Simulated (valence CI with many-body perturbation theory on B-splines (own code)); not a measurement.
# I³⁹⁺: magnetic and hyperfine properties of the levels

Calculated by configuration interaction combined with many-body perturbation theory (CI+MBPT): four valence electrons over a frozen Dirac-Fock core [Ne], a basis of 11 s, 11 p, 9 d, 7 f, 5 g, 2 h, 1 i functions for each j, with the one-electron correlation potential Σ1, the two-electron term Σ2, the three-electron term Σ3, Breit, model QED; selected CI, second order for the rest (own B-spline code, finite nucleus).

No measured spectrum was set against this ion. As an estimate, large intervals hold to a few tenths of a per cent, small ones and those within an open d or f shell to about a per cent.

A/g_I is the dipole constant over the nuclear g factor μ/I (μ in nuclear magnetons, uniformly magnetised nucleus), B/Q the quadrupole constant per barn. Both hold the static response of the core; the bare values leave it out. Large factors of s and p1/2 electrons are usually good to 5 to 10 %; those of open d and f shells near neutrality can be off by tens of per cent, and small factors of p3/2, d and f electrons come from cancelling terms and can be off by a factor of two or in sign, in half-filled shells by more. B is blank for J = 1/2, where it vanishes, and for nearly pure S terms. Energies count from the lowest level. Levels with J = 0 are left out.

Levels are named by their leading jj configuration (3d3/2^4 stands for four electrons in 3d with j = 3/2), which in mixed levels can hold well under half, so a name can repeat and another be missing. Letters in brackets count levels of one name in rising energy.

```
                         Level  E (× 10³ cm⁻¹)      g  A/g_I (MHz)  A/g_I bare  B/Q (MHz/b)  B/Q bare
        (3s^2 3p1/2 3p3/2) J=1          542.17  1.496       -22500      -20100        63000     61900
        (3s^2 3p1/2 3p3/2) J=2          592.44  1.192       155000      152000        99400     97600
            (3s^2 3p3/2^2) J=2          1170.9  1.296        69700       69300        26600     26100
        (3s 3p1/2^2 3p3/2) J=2          1340.0  1.630       363000      356000        96700     95000
        (3s 3p1/2^2 3p3/2) J=1          1496.6  0.957      -210000     -202000        86800     85300
        (3s^2 3p1/2 3d3/2) J=2          1697.9  0.775       126000      125000        17400     18300
    (3s 3p1/2 3p3/2^2) J=2 [a]          1801.9  1.484       181000      178000        28700     28500
        (3s^2 3p1/2 3d5/2) J=3          1870.6  1.230       189000      186000       -21400    -20100
        (3s^2 3p1/2 3d3/2) J=1          1906.5  0.920       -90900      -86300         9360      9710
        (3s^2 3p1/2 3d5/2) J=2          1996.3  1.221        16500       17700        44900     44800
        (3s 3p1/2 3p3/2^2) J=3          2009.0  1.199       210000      206000        50900     50600
    (3s 3p1/2 3p3/2^2) J=1 [a]          2092.7  1.239       357000      349000       -98700    -96900
    (3s 3p1/2 3p3/2^2) J=2 [b]          2126.9  1.147        74700       74500        -8470     -8190
    (3s 3p1/2 3p3/2^2) J=1 [b]          2177.1  1.382       103000      103000        46900     46100
        (3s^2 3p3/2 3d5/2) J=2          2428.4  1.294       120000      118000       -94600    -92500
        (3s^2 3p3/2 3d5/2) J=4          2444.7  1.245        33900       34600       155000    153000
        (3s^2 3p3/2 3d3/2) J=2          2445.3  1.082        26600       27700       -14800    -14500
        (3s^2 3p3/2 3d3/2) J=1          2447.9  1.150        71300       71300       -54200    -53600
        (3s^2 3p3/2 3d3/2) J=3          2449.1  1.154        62400       62600        92300     91500
        (3s 3p1/2^2 3d3/2) J=1          2512.7  0.352      -268000     -260000         8610      9060
        (3s 3p1/2^2 3d3/2) J=2          2542.1  1.186       292000      286000        19600     20300
        (3s^2 3p3/2 3d5/2) J=3          2645.4  1.143        41700       42000        38200     38800
        (3s^2 3p3/2 3d5/2) J=1          2665.8  1.170       -50000      -46700         8670      8860
        (3s 3p1/2^2 3d5/2) J=3          2703.4  1.377       213000      209000        22400     23500
              (3s 3p3/2^3) J=2          2727.5  1.322       286000      280000      -109000   -107000
        (3s 3p1/2^2 3d5/2) J=2          2755.5  1.118       -95700      -90900       -21000    -19600
              (3s 3p3/2^3) J=1          2862.0  1.142      -193000     -185000       -25500    -24900
(3s 3p1/2 3p3/2 3d3/2) J=2 [a]          2934.8  1.060        41800       42300        28800     28600
(3s 3p1/2 3p3/2 3d3/2) J=1 [a]          2982.8  1.223       176000      174000       -60600    -59900
(3s 3p1/2 3p3/2 3d3/2) J=3 [a]          3005.4  1.187       207000      203000        -3340     -2920
(3s 3p1/2 3p3/2 3d3/2) J=2 [b]          3011.6  1.205       135000      133000       -30600    -30200
    (3s 3p1/2 3p3/2 3d3/2) J=4          3070.8  1.251       220000      216000        47100     47200
(3s 3p1/2 3p3/2 3d5/2) J=4 [a]          3103.9  1.386       162000      160000       150000    148000
(3s 3p1/2 3p3/2 3d3/2) J=2 [c]          3155.7  0.913        77300       76500       -34800    -33800
```

(1) Take the isotope of mass number 127, with I = 5/2, μ = 2.8087 μN and Q = -0.688 b. What is the hyperfine structure of (3s^2 3p1/2 3d5/2) J=3?

Answers

(1) From the table A = 213000 MHz, B = 14700 MHz. Shifts from the centre of gravity in MHz: F = 1/2: -2120000, F = 3/2: -1810000, F = 5/2: -1280000, F = 7/2: -537000, F = 9/2: 422000, F = 11/2: 1600000.
